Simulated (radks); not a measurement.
Ionisation ladder of oxygen, from O I to O VIII. Each ion is in the ground configuration listed by NIST, and IE = E(next ion) - E(this ion), with E = 0 for the bare nucleus. Method: non-relativistic Kohn-Sham, LDA (Slater exchange, Perdew-Wang correlation), spin-unpolarised, spherical densities, point nucleus; computed with a radial shooting solver on a logarithmic mesh with Libxc functionals.

species  configuration  E (hartree)  IE, Delta-SCF (eV)  -e(HOMO) (eV)  HOMO  <r> HOMO (bohr)  IE, NIST (eV)       kind  error (eV)
O I       [He] 2s2 2p4    -74.47069              16.593          9.205    2p             1.26         13.618       exp.      +2.975
O II      [He] 2s2 2p3    -73.86092              33.720         24.597    2p             1.11         35.121       exp.      -1.401
O III     [He] 2s2 2p2    -72.62173              53.974         43.361    2p             1.00         54.936  semi-emp.      -0.961
O IV      [He] 2s2 2p1    -70.63821              76.961         65.045    2p            0.918         77.414       exp.      -0.452
O V           [He] 2s2    -67.80993              113.72         102.17    2s            0.934         113.90       exp.        -0.2
O VI          [He] 2s1    -63.63081              136.16         125.29    2s            0.898         138.12  semi-emp.        -2.0
O VII             [He]    -58.62690              743.67         687.27    1s            0.198         739.33     theory        +4.3
O VIII             1s1    -31.29741              851.65         800.05    1s            0.190         871.41     theory       -19.8

Reference values: NIST Atomic Spectra Database (exp. = measured, semi-emp. = semi-empirical, theory = theoretical value adopted there). The ionisation energy per charge of the ion left behind rises most, in proportion, at O VII ([He]), from 22.694 to 106.24 eV. Against the entries that are not theoretical the mean signed error is +2.3 % and the largest +21.8 %. Spin polarisation and multiplet splitting are left out, so open shells lie too high by an amount that depends on their filling.

Beside tabulated values, note that spin-unpolarised runs miss the spin-polarisation part of the exchange energy of open shells.
